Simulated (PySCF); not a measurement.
**How methods differ on the ionisation energy of Co⁺**

Co⁺ [Ar] 3d8 (3F) → Co²⁺ [Ar] 3d7 (4F), as a difference of total energies. All numbers are calculated (PySCF 2.14, no relativity, point nucleus, in 6-31G*). Correlated levels: valence: [Ar] frozen. The calculations carry no spin-orbit coupling.

```csv
method,ionisation energy (eV),difference from reference (eV)
UHF,12.681,-4.403
r2SCAN,15.182,-1.902
M06-L,15.440,-1.644
MP2 (valence),14.345,-2.739
SCS-MP2 (valence),14.247,-2.837
```

Reference: 17.084 eV (measured; NIST Atomic Spectra Database, ionization energies).

These non-relativistic numbers lack the scalar-relativistic shift.

The reference lies between the lowest fine-structure levels, while these numbers refer to the centres of the terms.

Errors of the correlated levels include the incompleteness of this basis and the frozen core.
